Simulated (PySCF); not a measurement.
Two species compared at the same levels of theory.

First species: BF₂H₄NSi.
Cartesian coordinates in Å at the PBE0-D3(BJ)/def2-SVP level; atoms count from 1:
```xyz
9
BF2H4NSi angstrom
N      1.3625   -0.3980    0.4784
Si     0.1270    0.3630   -0.4637
B     -1.6053   -0.5917   -0.0128
F     -1.6905   -1.4275    1.0093
F     -2.7141   -0.4031   -0.7017
H      1.1391   -0.7139    1.4149
H      2.3332   -0.1180    0.4065
H     -0.0943    1.8359   -0.2385
H      0.4467    0.2232   -1.9188
```

Second species: 2-hydroxyprop-2-enal, C₃H₄O₂.
SMILES: `C=C(O)C=O`

Levels: CAM-B3LYP/def2-SVPD for dipole moment, HOMO energy, LUMO energy, HOMO–LUMO gap, static isotropic polarisability and electronic spatial extent ⟨r²⟩ about the centre of nuclear charge; TDDFT CAM-B3LYP/def2-SVPD for lowest singlet excitation; TDA CAM-B3LYP/def2-SVPD for lowest triplet excitation (Tamm–Dancoff); ΔSCF CAM-B3LYP/def2-SVPD for vertical ionisation energy; PBE0-D3(BJ)/def2-SVP for rotational constant A and rotational constant C. Geometries: PBE0-D3(BJ)/def2-SVP. Each species is one conformer at its optimised geometry, gas phase, non-relativistic unless stated; the electronic structure was computed with PySCF and density fitting.

Dipoles, sizes and rotational constants follow the conformer. The torsions of the flexible species, by atom-mapped SMILES:
- `[NH2:1][SiH2:2][B:3]([F:4])[F:5]`: N1–Si2–B3–F4 12°, H–N1–Si2–B3 -36°, H–N1–Si2–B3 178°
- `[CH2:1]=[C:2]([OH:3])[CH:4]=[O:5]`: C1–C2–C4–O5 180°, H–O3–C2–C1 180°

```tsv
property	column X	column Y
dipole moment	2.01 D	2.15 D
HOMO energy	-9.03 eV	-8.83 eV
LUMO energy	0.18 eV	-1.01 eV
HOMO–LUMO gap	9.21 eV	7.82 eV
lowest singlet excitation	6.02 eV	4.26 eV
lowest triplet excitation (Tamm–Dancoff)	5.20 eV	3.02 eV
static isotropic polarisability	50.2 au	47.4 au
vertical ionisation energy	10.06 eV	9.83 eV
electronic spatial extent ⟨r²⟩ about the centre of nuclear charge	619 bohr²	385 bohr²
rotational constant A	6.690 GHz	10.370 GHz
rotational constant C	1.807 GHz	3.182 GHz
```

Q: Which column belongs to which species?

A: Column X is the first species and column Y the second. The first has 9 atoms and 48 electrons, the second 9 and 38.

Q: How does each property change from the first species to the second?

A: dipole moment +0.14 D; HOMO energy +0.20 eV; LUMO energy -1.19 eV; HOMO–LUMO gap -1.39 eV; lowest singlet excitation -1.76 eV; lowest triplet excitation (Tamm–Dancoff) -2.18 eV; static isotropic polarisability -2.8 au; vertical ionisation energy -0.23 eV; electronic spatial extent ⟨r²⟩ about the centre of nuclear charge -234 bohr²; rotational constant A +3.680 GHz; rotational constant C +1.375 GHz.

On the first: The vertical singlet–triplet gap S1 − T1 is 0.82 eV (TDDFT singlet less Tamm–Dancoff triplet; S1: HOMO→LUMO, weight 0.92; T1: HOMO−1→LUMO, weight 0.62, beside HOMO→LUMO, weight 0.34). The principal polarisabilities are 45.0, 51.9 and 53.7 au; their mean is the isotropic value.

On the second: The ΔSCF ionisation energy exceeds −ε(HOMO) by 1.00 eV with CAM-B3LYP. In atomic units the dipole is 0.85 e·bohr (1 au = 2.5417 D).
